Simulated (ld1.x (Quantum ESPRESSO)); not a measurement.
Varying the TM potential for thulium

Base potential:

Tm (Z = 69), norm-conserving Troullier–Martins (Kleinman–Bylander form), made with ld1.x (Quantum ESPRESSO) 7.5 (PBEsol, scalar-relativistic). Core [Kr] 4d10 4f12, reference 5s2 5p6 5d1 6s2 6p0. Waves: 5p (bound): rc 2.00 bohr; 5d (bound): rc 1.95 bohr; 5s (bound): rc 1.20 bohr. Local part: the s channel. Core correction: Bessel-smoothed model core inside 1.10 bohr.

Occupied shells without a wave of their own: 6s. They enter only through the test configuration that unscreens the potential, and ld1.x also counts them in the model core charge.

Cutoffs, loose and tight: the cutoffs (Ry, on a coarse ladder) from which the occupation-weighted sum of valence levels, in a spherical-Bessel basis at the reference potential, stays within 10 and 1 mRy of its value at 400 Ry. They do not see the model core or the augmentation charge, which bear on the density cutoff. Test errors are all-electron minus pseudo excitation energies from the reference, over the configurations 5s2 5p6 5d1 6s1 6p0; 5s2 5p6 5d1 6s0 6p0; 5s2 5p6 5d0 6s0 6p0; 5s2 5p6 5d1 6s0 6p2; 5s2 5p6 5d1 6s1.5 6p0; 5s2 5p6 5d0 6s2 6p0; 5s2 5p6 5d1 6s1 6p1. A dash means not determined; rows that change the core or the reference have their own tests.

With those shells counted twice in exchange and correlation these files are broken, and their errors move erratically; no question is asked of them.

| change | outcome | cutoff, loose | cutoff, tight | bound ghosts | largest test error (meV) |
| --- | --- | --- | --- | --- | --- |
| base | generated | 90 Ry | 160 Ry | none | -1464 |
| wave 5p (bound): rc 2.00 bohr becomes 5p (bound): rc 1.28 bohr | generated | 90 Ry | 160 Ry | none | -1467 |
| wave 5p (bound): rc 2.00 bohr becomes 5p (bound): rc 1.68 bohr | generated | 90 Ry | 160 Ry | none | -1466 |
| wave 5p (bound): rc 2.00 bohr becomes 5p (bound): rc 1.94 bohr | generated | 90 Ry | 160 Ry | none | -1464 |
| wave 5p (bound): rc 2.00 bohr becomes 5p (bound): rc 2.10 bohr | generated | 90 Ry | 160 Ry | none | -1463 |
| wave 5p (bound): rc 2.00 bohr becomes 5p (bound): rc 2.44 bohr | generated | 90 Ry | 160 Ry | none | -1462 |
| wave 5p (bound): rc 2.00 bohr becomes 5p (bound): rc 2.66 bohr | generated | 90 Ry | 160 Ry | none | -1461 |
| wave 5p (bound): rc 2.00 bohr becomes 5p (bound): rc 2.92 bohr | generated | 90 Ry | 160 Ry | none | -1463 |

Reading the sweep of the p radius (base included, trends over the rows without a ghost): The loose cutoff stays near 90 Ry. The median size of the test errors (rows with all tests solved) is not monotonic: lowest 147.7 meV at 2.66 bohr, highest 202.3 meV at 1.28 bohr.
